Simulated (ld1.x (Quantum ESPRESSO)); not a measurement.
chlorine TM: all-electron and pseudo phase curves

```json
{"Element": "chlorine", "Generator": "ld1.x (Quantum ESPRESSO) 7.5", "Type": "norm-conserving Troullier–Martins (Kleinman–Bylander form)", "Functional": "LDA (PZ)", "Relativity": "non-relativistic", "Frozen core": "[Ne]", "Valence charge": "7", "Reference configuration": "3s2 3p5", "Partial waves": "3p (bound): rc 1.40 bohr; 3s (bound): rc 1.05 bohr", "Local potential": "the s channel", "Core correction": "a·sin(br)/r model core, default radius (core density twice the valence density)"}
```

The phase is arctan(r·u′/u) with u = r·R(r), unwrapped; energies in Ry, scanned from -4 to 5 Ry. A pole is an energy at which the radial function vanishes at the test radius. The pseudo phase is shifted by a multiple of π to meet the all-electron one at the reference energy, and phase errors are pseudo minus all-electron; the curves can meet again beyond the range given. Levels narrower than the energy grid can be missing from the lists of poles.

```csv
channel,radius (bohr),reference energy (Ry),"poles, all-electron","poles, pseudo",unbroken range about the reference energy with phases within 0.05 rad,phase error 1 Ry above the reference energy (rad)
s,1.55,-1.51,2.81,2.52,below 4.9,-0.003
p,1.55,-0.64,4.01,3.75,the whole range,-0.003
```

Phases in the s channel:

```tsv
E (Ry)	all-electron	pseudo
-4.00	0.978	0.973
-3.76	0.926	0.921
-3.52	0.863	0.857
-3.28	0.784	0.778
-3.04	0.684	0.679
-2.80	0.558	0.553
-2.56	0.397	0.393
-2.32	0.198	0.195
-2.08	-0.034	-0.036
-1.84	-0.280	-0.281
-1.60	-0.513	-0.513
-1.36	-0.712	-0.712
-1.12	-0.874	-0.874
-0.88	-1.001	-1.002
-0.64	-1.101	-1.103
-0.40	-1.180	-1.183
-0.16	-1.244	-1.249
0.08	-1.297	-1.302
0.32	-1.341	-1.347
0.56	-1.378	-1.385
0.80	-1.410	-1.418
1.04	-1.438	-1.446
1.28	-1.462	-1.472
1.52	-1.484	-1.495
1.76	-1.503	-1.515
2.00	-1.521	-1.534
2.24	-1.537	-1.552
2.48	-1.552	-1.568
2.72	-1.566	-1.584
2.96	-1.579	-1.599
3.20	-1.591	-1.613
3.44	-1.603	-1.627
3.68	-1.614	-1.641
3.92	-1.625	-1.655
4.16	-1.635	-1.669
4.40	-1.645	-1.683
4.64	-1.655	-1.698
4.88	-1.665	-1.713
```
